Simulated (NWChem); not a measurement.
# Correlation energy of hydrogen bromide (HBr)

```
Br
H 1 1.4224
```
Charge 0, spin multiplicity 1.

All runs are NWChem calculations. Structure: optimised with PBE0/def2-SVP, a minimum by its harmonic frequencies.

Basis set: def2-SVP. Each correlation energy counts from its own Hartree-Fock reference.

The Hamiltonian is non-relativistic. The correlated methods keep 9 core orbitals frozen. Coupled-cluster values serve here as a point of comparison, not as the truth.

Q: For the correlation energy, CR-CCSD(T) gives -252.1 mHa and CCSD(T) gives -252.7 mHa. What do MP2 give?

A: MP2: -241.2 mHa.
